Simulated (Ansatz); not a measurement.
Stepwise reaction of `C[O][Al]([F])[F]` with hydrogen sulfide, as a gas-phase model of exchange steps in deposition or etching. ΔE in kJ/mol.

Gas-phase electronic energies from Ansatz, PBE0-D4/def2-TZVP geometries. CCSD(T)/CBS adds triple-zeta CCSD(T) − MP2 to the extrapolated MP2 energy (def2 sets, frozen cores). This one scheme is used for every species. DFT in def2-TZVPP. B3LYP here is the variant with VWN-RPA as its local correlation; programs differ in this. Each species was taken in one conformer, which may not be the lowest.

```tsv
step	reaction	PBE-D4	B3LYP-D4	ωB97M-V	CCSD(T)/CBS
2	`C[O][Al]([F])[SH]` + H₂S → `C[O][Al]([SH])[SH]` + H–F	61.4	74.1	72.0	67.7
```

Give the row of step 1, `C[O][Al]([F])[F]` + H₂S → `C[O][Al]([F])[SH]` + H–F. (Estimate.)

The calculation gave: 
| step | reaction | PBE-D4 | B3LYP-D4 | ωB97M-V | CCSD(T)/CBS |
| --- | --- | --- | --- | --- | --- |
| 1 | `C[O][Al]([F])[F]` + H₂S → `C[O][Al]([F])[SH]` + H–F | 54.9 | 67.4 | 64.9 | 63.6 |

By hand: ΔE of the 2 steps together at CCSD(T)/CBS.

(63.6) + (67.7) = 131.3 kJ/mol, or 65.7 kJ/mol a step.

In ΔE the steps differ by no more than 4.1 kJ/mol. All are uphill at CCSD(T)/CBS. PBE-D4 differs from CCSD(T)/CBS by -8.7 to -6.3 kJ/mol a step. Isolated molecules leave out the surface, adducts and barriers. Largest T1 diagnostic: 0.012.
